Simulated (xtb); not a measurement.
Job for xtb: GFN1-xTB on C2H9NO (a complex), monomers drawn apart or pushed together.

```
$ xtb mol.xyz --gfn 1 --sp --chrg 0 --uhf 0
13

N      0.49795289    -0.02044772     0.16661701
H     -0.03699486     0.56946930    -0.46040895
H      0.69134597    -0.88317748    -0.32899564
H     -0.09862455    -0.24790276     0.95762319
C     -0.31026280     1.16086914     3.09566613
O     -0.43528388    -0.23501252     2.90228068
C      0.73094685    -0.93412404     3.29285909
H      0.51002081     1.57033539     2.49489261
H     -0.13207003     1.39809428     4.15191656
H     -1.24847995     1.61699703     2.78287197
H      1.59729470    -0.61798204     2.70040992
H      0.54591470    -1.99392600     3.12338876
H      0.94855290    -0.77476683     4.35633416
```

Program output:

```
[...]
           -------------------------------------------------
          |                Calculation Setup                |
           -------------------------------------------------



molecular fragmentation (1/2 indicates fragments):
1111222222222
# atoms in fragment 1/2:     4     9
 fragment masses (1/2) :       17.03       46.07
CMA distance (Bohr)    :   5.646
constraining FC (au)   :  0.0500

           -------------------------------------------------
          |                 G F N 1 - x T B                 |
           -------------------------------------------------

        Reference                      10.1021/acs.jctc.7b00118
      * Hamiltonian:
        H0-scaling (s, p, d)           1.850000    2.250000    2.000000
        zeta-weighting                 0.000000
      * Dispersion:
        s8                             2.400000
        a1                             0.630000
        a2                             5.000000
        s9                             0.000000
      * Repulsion:
        kExp                           1.500000
        rExp                           1.000000
      * Coulomb:
        alpha                          2.000000
        third order                    atomic
        anisotropic                    false
      * Halogen bond correction:
        rad-scale                      1.300000
        damping                        0.440000


          ...................................................
          :                      SETUP                      :
          :.................................................:
          :  # basis functions                  34          :
          :  # atomic orbitals                  34          :
          :  # shells                           26          :
          :  # electrons                        28          :
          :  # halogen bonds                     0          :
          :  max. iterations                   250          :
          :  Hamiltonian                  GFN1-xTB          :
          :  restarted?                      false          :
          :  GBSA solvation                  false          :
          :  PC potential                    false          :
          :  electronic temp.          300.0000000     K    :
          :  accuracy                    1.0000000          :
          :  -> integral cutoff          0.2500000E+02      :
          :  -> integral neglect         0.1000000E-07      :
          :  -> SCF convergence          0.1000000E-05 Eh   :
          :  -> wf. convergence          0.2000000E-04 e    :
          :  Broyden damping             0.4000000          :
          :  net charge                          0          :
          :  unpaired electrons                  0          :
          ...................................................

 iter      E             dE          RMSdq      gap      omega  full diag
   1    -17.1180289 -0.171180E+02  0.640E+00    6.89       0.0  T
   2    -17.1500082 -0.319793E-01  0.385E+00    7.04       1.0  T
   3    -17.1507094 -0.701193E-03  0.827E-01    7.24       1.0  T
   4    -17.1519705 -0.126108E-02  0.149E-01    7.24       1.0  T
   5    -17.1521174 -0.146850E-03  0.394E-02    7.21       1.0  T
   6    -17.1521252 -0.789201E-05  0.112E-02    7.20       2.5  T
   7    -17.1521260 -0.795524E-06  0.103E-03    7.20      26.8  T
   8    -17.1521260 -0.670706E-08  0.239E-04    7.20     116.2  T
   9    -17.1521260 -0.385473E-09  0.297E-05    7.20     932.3  T
  10    -17.1521260 -0.396483E-11  0.299E-06    7.20    9274.5  T

   *** convergence criteria satisfied after 10 iterations ***

         #    Occupation            Energy/Eh            Energy/eV
      -------------------------------------------------------------
         1        2.0000           -0.7833204             -21.3152
       ...           ...                  ...                  ...
         8        2.0000           -0.5211628             -14.1816
         9        2.0000           -0.5156730             -14.0322
        10        2.0000           -0.5125204             -13.9464
        11        2.0000           -0.5041181             -13.7178
        12        2.0000           -0.4870458             -13.2532
        13        2.0000           -0.4437963             -12.0763
        14        2.0000           -0.3995680             -10.8728 (HOMO)
        15                         -0.1351219              -3.6769 (LUMO)
        16                         -0.1274634              -3.4685
        17                         -0.1124000              -3.0586
        18                         -0.0809805              -2.2036
        19                         -0.0750881              -2.0433
       ...                                ...                  ...
        34                          0.7021201              19.1057
      -------------------------------------------------------------
                  HL-Gap            0.2644462 Eh            7.1959 eV
             Fermi-level           -0.2673449 Eh           -7.2748 eV

 SCC (total)                   0 d,  0 h,  0 min,  0.013 sec
 SCC setup                      ...        0 min,  0.000 sec (  1.865%)
 Dispersion                     ...        0 min,  0.000 sec (  0.805%)
 classical contributions        ...        0 min,  0.000 sec (  0.330%)
 integral evaluation            ...        0 min,  0.003 sec ( 26.202%)
 iterations                     ...        0 min,  0.004 sec ( 31.917%)
 molecular gradient             ...        0 min,  0.005 sec ( 36.971%)
 printout                       ...        0 min,  0.000 sec (  1.779%)

         :::::::::::::::::::::::::::::::::::::::::::::::::::::
         ::                     SUMMARY                     ::
         :::::::::::::::::::::::::::::::::::::::::::::::::::::
         :: total energy             -16.989825472089 Eh    ::
         :: gradient norm              0.013822156690 Eh/a0 ::
         :: HOMO-LUMO gap              7.195946091665 eV    ::
         ::.................................................::
         :: SCC energy               -17.152126047243 Eh    ::
         :: -> electrostatic           0.059111361178 Eh    ::
         :: repulsion energy           0.165566635048 Eh    ::
         :: dispersion energy         -0.003266059894 Eh    ::
         :: halogen bond corr.         0.000000000000 Eh    ::
         :: add. restraining           0.000000000000 Eh    ::
         :: total charge               0.000000000000 e     ::
         :::::::::::::::::::::::::::::::::::::::::::::::::::::

           -------------------------------------------------
          |                Property Printout                |
           -------------------------------------------------

    * Orbital Energies and Occupations

         #    Occupation            Energy/Eh            Energy/eV
      -------------------------------------------------------------
         1        2.0000           -0.7833204             -21.3152
         2        2.0000           -0.7241128             -19.7041
         3        2.0000           -0.6778483             -18.4452
         4        2.0000           -0.6370517             -17.3351
         5        2.0000           -0.5958461             -16.2138
         6        2.0000           -0.5828398             -15.8599
         7        2.0000           -0.5800504             -15.7840
         8        2.0000           -0.5211628             -14.1816
         9        2.0000           -0.5156730             -14.0322
        10        2.0000           -0.5125204             -13.9464
        11        2.0000           -0.5041181             -13.7178
        12        2.0000           -0.4870458             -13.2532
Note: The following floating-point exceptions are signalling: IEEE_DENORMAL
normal termination of xtb
        13        2.0000           -0.4437963             -12.0763
        14        2.0000           -0.3995680             -10.8728 (HOMO)
        15                         -0.1351219              -3.6769 (LUMO)
        16                         -0.1274634              -3.4685
        17                         -0.1124000              -3.0586
        18                         -0.0809805              -2.2036
        19                         -0.0750881              -2.0433
        20                         -0.0556847              -1.5153
        21                         -0.0524994              -1.4286
        22                         -0.0288880              -0.7861
        23                         -0.0034438              -0.0937
        24                          0.0820927               2.2339
        25                          0.1137488               3.0953
       ...                                ...                  ...
        34                          0.7021201              19.1057
      -------------------------------------------------------------
                  HL-Gap            0.2644462 Eh            7.1959 eV
             Fermi-level           -0.2673449 Eh           -7.2748 eV

  Mulliken/CM5 charges         n(s)   n(p)   n(d)
     1N    -0.58924 -1.14072   1.457  4.132  0.000
     2H     0.18460  0.36700   0.815  0.000  0.000
     3H     0.18461  0.36700   0.815  0.000  0.000
     4H     0.21084  0.40752   0.789  0.000  0.000
     5C     0.16961  0.04673   0.971  2.859  0.000
     6O    -0.45906 -0.58252   1.690  4.769  0.000
     7C     0.16963  0.04675   0.971  2.859  0.000
     8H     0.01988  0.08057   0.980  0.000  0.000
     9H     0.01268  0.07123   0.987  0.000  0.000
    10H     0.03195  0.09235   0.968  0.000  0.000
    11H     0.01985  0.08051   0.980  0.000  0.000
    12H     0.03194  0.09233   0.968  0.000  0.000
    13H     0.01270  0.07125   0.987  0.000  0.000

Wiberg/Mayer (AO) data.
largest (>0.10) Wiberg bond orders for each atom

 ---------------------------------------------------------------------------
     #   Z sym  total        # sym  WBO       # sym  WBO       # sym  WBO
 ---------------------------------------------------------------------------
     1   7 N    2.899 --     2 H    0.967     3 H    0.967     4 H    0.939
     2   1 H    0.971 --     1 N    0.967
     3   1 H    0.971 --     1 N    0.967
     4   1 H    0.966 --     1 N    0.939
     5   6 C    3.920 --    10 H    0.984     9 H    0.982     8 H    0.981
                             6 O    0.952
     6   8 O    2.033 --     7 C    0.952     5 C    0.952
     7   6 C    3.920 --    12 H    0.984    13 H    0.982    11 H    0.981
                             6 O    0.952
     8   1 H    1.014 --     5 C    0.981
     9   1 H    1.011 --     5 C    0.982
    10   1 H    1.016 --     5 C    0.984
    11   1 H    1.014 --     7 C    0.981
    12   1 H    1.016 --     7 C    0.984
    13   1 H    1.011 --     7 C    0.982
 ---------------------------------------------------------------------------

Topologies differ in total number of bonds
Writing topology from bond orders to xtbtopo.mol

 dipole moment from electron density (au)
     X       Y       Z
  -0.0233  -0.0010   0.1377  total (Debye):    0.355


           -------------------------------------------------
          | TOTAL ENERGY              -16.989825472089 Eh   |
          | GRADIENT NORM               0.013822156690 Eh/α |
          | HOMO-LUMO GAP               7.195946091665 eV   |
           -------------------------------------------------

------------------------------------------------------------------------
------------------------------------------------------------------------
 total:
 SCF:
```

The run finished.

Cost: very roughly 0.06 core-seconds.
